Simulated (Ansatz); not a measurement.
Geometry optimisation, RKS PBE/def2-SVP in Ansatz 0.2.0.

Input:

```yaml
crystal:
  periodic: [false, false, false]
  atoms:
    - { symbol: Si, position_ang: [0.0, 0.0, 0.0] }
    - { symbol: Cl, position_ang: [0.0, 0.0, 2.13] }
    - { symbol: Cl, position_ang: [2.0086, 0.0, -0.7093] }
    - { symbol: C, position_ang: [-0.8808, 1.5259, -0.6227] }
    - { symbol: H, position_ang: [-1.9334, 1.2723, -0.8671] }
    - { symbol: H, position_ang: [-0.8624, 2.3106, 0.1622] }
    - { symbol: H, position_ang: [-0.3704, 1.9025, -1.5336] }
    - { symbol: C, position_ang: [-0.8808, -1.5259, -0.6227] }
    - { symbol: H, position_ang: [-1.3804, -2.0377, 0.2261] }
    - { symbol: H, position_ang: [-1.6409, -1.2332, -1.3768] }
    - { symbol: H, position_ang: [-0.1449, -2.2146, -1.0879] }
basis:
  gaussian: { orbitals: def2-SVP }
hamiltonian:
  xc: pbe
relax:
  f_tol: 0.02
  max_steps: 40
output:
  orbitals: {}
```

Launched with:

```bash
$ ansatz run input.yaml --threads 2 --pin off --max-ram 3072MiB --backend cpu --events-out ev --progress --plain --runs-dir out
```

Q: Where does it end, and by what steps?

A: It converged. The force dipped under the threshold on the way, but the program's further checks kept it going. After 11 steps the energy has fallen by 0.175 eV; H10 moved furthest, 0.95 Å.

```
step  energy less start (eV)  largest force component (eV/Å)  accepted
   0                  0.0000                           0.637       yes
   1                 -0.0713                           0.349       yes
   2                 -0.0964                           0.219       yes
   3                 -0.1230                           0.264       yes
   4                 -0.1559                           0.038       yes
   5                 -0.1706                           0.146       yes
   6                 -0.1488                           0.674        no
   7                 -0.1738                           0.044       yes
   8                 -0.1729                           0.161        no
   9                 -0.1748                           0.004       yes
  10                 -0.1751                           0.038       yes
  11                 -0.1751                           0.008       yes
```

```xyz
11
Properties=species:S:1:pos:R:3
Si -0.029 0.001 -0.044
Cl 0.065 -0.119 2.040
Cl 1.928 0.127 -0.768
C -0.941 1.568 -0.510
H -1.978 1.543 -0.117
H -0.430 2.456 -0.089
H -0.982 1.678 -1.613
C -0.808 -1.570 -0.699
H -1.840 -1.682 -0.306
H -0.851 -1.548 -1.807
H -0.218 -2.456 -0.389
```

Whether the end is a true minimum wasn't checked by a vibrational analysis.

Time of the run: 25 s on 2 threads of Arm Neoverse V2, with other jobs on the host, peak memory 0.15 GiB.
